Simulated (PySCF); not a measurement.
C₃H₃F₃, SMILES F[C@H]1[C@@H]([C@H]1F)F.

Coordinates come from a PBE0-D3(BJ)/def2-SVP optimisation. The structure was generated by enumeration; whether it is a known compound was not checked.

Computed with PBE0-D3(BJ)/def2-SVP run with PySCF.

No scaling factor is applied to the harmonic values.

```tsv
mode	ν (cm⁻¹)	IR (km/mol)	moving atoms (share of kinetic energy)
1	177	2.0	F 91 %
2	285	19.9	F 43 %, C 43 %, H 14 %
3	285	7.3	C 40 %, F 36 %, H 24 %
4	314	0.1	F 69 %, C 20 %, H 11 %
5	485	1.3	F 71 %, C 21 %, H 8 %
6	667	30.5	C 55 %, F 36 %, H 9 %
7	855	28.6	C 41 %, H 39 %, F 20 %
8	984	19.8	C 57 %, H 32 %, F 11 %
9	987	16.0	C 76 %, H 20 %
10	1024	0.9	H 82 %, C 13 %
11	1109	0.0	H 55 %, C 45 %
12	1158	14.0	C 61 %, H 34 %
13	1195	30.8	H 48 %, C 29 %, F 23 %
14	1207	54.7	H 51 %, C 26 %, F 22 %
15	1254	105.0	H 50 %, C 28 %, F 22 %
16	1322	58.7	H 58 %, C 38 %
17	1379	37.0	C 49 %, H 46 %
18	1561	5.9	C 78 %, H 19 %
19	3180	0.0	H 92 %, C 8 %
20	3185	1.3	H 91 %, C 9 %
21	3189	12.1	H 92 %, C 8 %
```
